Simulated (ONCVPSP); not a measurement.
## Building the ONCV potential for beryllium (PBEsol, non-relativistic).

ONCVPSP 4.0.1 was run on this input:

```
# ATOM AND REFERENCE CONFIGURATION
# atsym  z   nc   nv     iexc    psfile
  Be 4.00    0    2  -116133      upf
#
#   n    l    f
    1    0    2.00
    2    0    2.00
#
# PSEUDOPOTENTIAL AND OPTIMIZATION
# lmax
    2
#
#   l,   rc,      ep,       ncon, nbas, qcut
    0    0.80    0.00    4    8   16.20
    1    0.65    0.32    4    8   12.20
    2    0.70    0.18    3    6   12.80
#
# LOCAL POTENTIAL
# lloc, lpopt,  rc(5),   dvloc0
    4    3    0.60    0.00
#
# VANDERBILT-KLEINMAN-BYLANDER PROJECTORs
# l, nproj, debl
    0    2    2.30
    1    2    2.50
    2    2    2.50
#
# MODEL CORE CHARGE
# icmod, fcfact, rcfact
    0    0.00    0.00
#
# LOG DERIVATIVE ANALYSIS
# epsh1, epsh2, depsh
   -5.00    5.00    0.04
#
# OUTPUT GRID
# rlmax, drl
    6.00    0.01
#
# TEST CONFIGURATIONS
# ncnf
    4
# nvcnf
#   n    l    f
    2
    1    0    2.00
    2    0    1.00
#
    2
    1    0    2.00
    2    0    0.00
#
    2
    1    0    2.00
    2    0    1.50
#
    3
    1    0    2.00
    2    0    1.00
    2    1    1.00
#
```

Command:

```bash
oncvpspnr.x < Be.dat > Be.out
```

The program printed (shortened: citation, most of the input echo, consistency checks and plot data are left out):

```
ONCVPSP  (Optimized Norm-Conservinng Vanderbilt PSeudopotential)
scalar-relativistic version 4.0.1

#   n    l    f        energy (Ha)
    1    0    2.00    -3.8747367E+00
    2    0    2.00    -2.0367931E-01

Reference configufation results
  iterations    22
  all-electron total energy (Ha)   -1.45322999D+01

Begin loop to  construct optimized pseudo wave functions
and semi-local pseudopoentials for all angular momenta

Calculating optimized projector #   1

 for l=   0

    Fraction of norm inside rc  0.917746
    Optimizing pswf for qcut=  16.21 a_B^-1,  ecut= 131.36 Ha
    Residual kinetic energy error=  8.68D-07 Ha

    Energy error per electron        Cutoff
         Ha          eV             Ha
         0.01000     0.27211       70.83
         0.00100     0.02721       90.06
         0.00010     0.00272      105.89
         0.00001     0.00027      117.86

Calculating optimized projector #   2

 for l=   0

    Fraction of norm inside rc  0.021277
    Optimizing pswf for qcut=  16.21 a_B^-1,  ecut= 131.36 Ha
    Residual kinetic energy error=  9.02D-08 Ha

    Energy error per electron        Cutoff
         Ha          eV             Ha
         0.01000     0.27211       43.27
         0.00100     0.02721       69.80
         0.00010     0.00272       92.06
         0.00001     0.00027      108.50

   Wellstate for l =  1  n =  2
     eigenvalue =   0.3200
     asymptotic potential =   0.8200
     half-point radius =  1.9876

   Wellstate for l =  1  n =  3
     eigenvalue =   2.8200
     asymptotic potential =   3.3200
     half-point radius =  1.9050

Calculating optimized projector #   1

 for l=   1

    Fraction of norm inside rc  0.040888
    Optimizing pswf for qcut=  12.21 a_B^-1,  ecut=  74.53 Ha
    Residual kinetic energy error=  3.53D-05 Ha

    Energy error per electron        Cutoff
         Ha          eV             Ha
         0.01000     0.27211       16.86
         0.00100     0.02721       38.70
         0.00010     0.00272       64.42
         0.00001     0.00027      131.83

Calculating optimized projector #   2

 for l=   1

    Fraction of norm inside rc  0.066149
    Optimizing pswf for qcut=  12.21 a_B^-1,  ecut=  74.53 Ha
    Residual kinetic energy error=  9.32D-05 Ha

    Energy error per electron        Cutoff
         Ha          eV             Ha
         0.01000     0.27211       25.96
         0.00100     0.02721       49.92
         0.00010     0.00272       73.97
         0.00001     0.00027      143.57

   Wellstate for l =  2  n =  3
     eigenvalue =   0.1800
     asymptotic potential =   0.6800
     half-point radius = 10.1367

   Wellstate for l =  2  n =  4
     eigenvalue =   2.6800
     asymptotic potential =   3.1800
     half-point radius =  2.8160

Calculating optimized projector #   1

 for l=   2

    Fraction of norm inside rc  0.000040
    Optimizing pswf for qcut=  12.80 a_B^-1,  ecut=  81.90 Ha
    Residual kinetic energy error=  1.10D-08 Ha

    Energy error per electron        Cutoff
         Ha          eV             Ha
         0.01000     0.27211        0.86
         0.00100     0.02721        2.07
         0.00010     0.00272        4.91
         0.00001     0.00027       12.37

Calculating optimized projector #   2

 for l=   2

    Fraction of norm inside rc  0.005944
    Optimizing pswf for qcut=  12.80 a_B^-1,  ecut=  81.90 Ha
    Residual kinetic energy error=  1.40D-06 Ha

    Energy error per electron        Cutoff
         Ha          eV             Ha
         0.01000     0.27211        7.87
         0.00100     0.02721       17.36
         0.00010     0.00272       32.04
         0.00001     0.00027       55.36

Construct Vanderbilt / Kleinmman-Bylander projectors

B matrix Hermiticity error, ll=   0
   1   2   -3.3225E-09

  Orthonormal projector coefficients -1.2756E+01 -3.1107E+00

B matrix Hermiticity error, ll=   1
   1   2   -2.5376E-09

  Orthonormal projector coefficients -2.0381E+01 -2.5118E+00

B matrix Hermiticity error, ll=   2
   1   2    4.3138E-11

  Orthonormal projector coefficients -6.8588E+00 -6.3660E-01

Pseudoatom total energy  -14.337009

Diagnostic tests using Vanderbilt-Kleinman-Bylander pseudopotentials
  1 or more projectors used as specified by nproj input data

   l    rcore       rmatch      e in        delta e   norm test  slope test

   0   0.8037126   0.8281151  -3.8747367  -0.0000002   0.9999999   0.9999999
   0   0.8037126   0.8281151  -0.2036793   0.0000000   1.0000000   1.0000000

   1   0.6518857   0.6716784   0.3200000  -0.0000001   1.0000000   1.0000000
   1   0.6518857   0.6716784   2.8200000  -0.0000001   1.0000000   1.0000000

   2   0.7004018   0.7216675   0.1800000  -0.0000559   1.0000011   1.0000011
   2   0.7004018   0.7216675   2.6800000  -0.0000615   1.0000011   1.0000011

 Testing for bound ghosts
   n   l    E NL Schr. Eq   E Basis Diag.   E Cutoff

   1   0       -3.874737       -3.874408    406.83
   2   0       -0.203679        0.539847    406.83

   2   1       -0.072372        1.043824    705.22

 Testing for highly-localized positive-energy ghosts
       l    <radius>/rc     E Basis Diag.   E Cutoff

Test configuration 0

   n   l     f        eae           eps        diff
   1   0  2.0000   -3.87473666   -3.87473689   -2.27D-07
   2   0  2.0000   -0.20367931   -0.20367931    0.00D+00

    Total energies and differences
      AE_ref= -1.45322999D+01  AE_tst= -1.45322999D+01  dif=  0.00D+00
      PS_ref= -1.43370087D+01  PS_tst= -1.43370087D+01  dif=  1.07D-14
      PSP excitation error= -1.07D-14

Test configuration 1

   n   l     f        eae           eps        diff
   1   0  2.0000   -4.29790177   -4.29667349    1.23D-03
   2   0  1.0000   -0.49885453   -0.49881516    3.94D-05

    Total energies and differences
      AE_ref= -1.45322999D+01  AE_tst= -1.41847925D+01  dif=  3.48D-01
      PS_ref= -1.43370087D+01  PS_tst= -1.39895149D+01  dif=  3.47D-01
      PSP excitation error=  1.36D-05

Test configuration 2

   n   l     f        eae           eps        diff
   1   0  2.0000   -4.82773118   -4.82407093    3.66D-03

    Total energies and differences
      AE_ref= -1.45322999D+01  AE_tst= -1.35335076D+01  dif=  9.99D-01
      PS_ref= -1.43370087D+01  PS_tst= -1.33383299D+01  dif=  9.99D-01
      PSP excitation error=  1.13D-04

Test configuration 3

   n   l     f        eae           eps        diff
   1   0  2.0000   -4.07129146   -4.07081760    4.74D-04
   2   0  1.5000   -0.34560738   -0.34559681    1.06D-05

    Total energies and differences
      AE_ref= -1.45322999D+01  AE_tst= -1.43955665D+01  dif=  1.37D-01
      PS_ref= -1.43370087D+01  PS_tst= -1.42002774D+01  dif=  1.37D-01
      PSP excitation error=  2.08D-06

Test configuration 4

   n   l     f        eae           eps        diff
   1   0  2.0000   -3.92720799   -3.92521339    1.99D-03
   2   0  1.0000   -0.22430039   -0.22424882    5.16D-05
   2   1  1.0000   -0.09173175   -0.09174601   -1.43D-05

    Total energies and differences
      AE_ref= -1.45322999D+01  AE_tst= -1.44002978D+01  dif=  1.32D-01
      PS_ref= -1.43370087D+01  PS_tst= -1.42050383D+01  dif=  1.32D-01
      PSP excitation error=  3.17D-05
```

oncvpspnr.x prints “scalar-relativistic version” in its banner although the run is non-relativistic.

The run took about 3.4 s on one core of a shared server CPU.
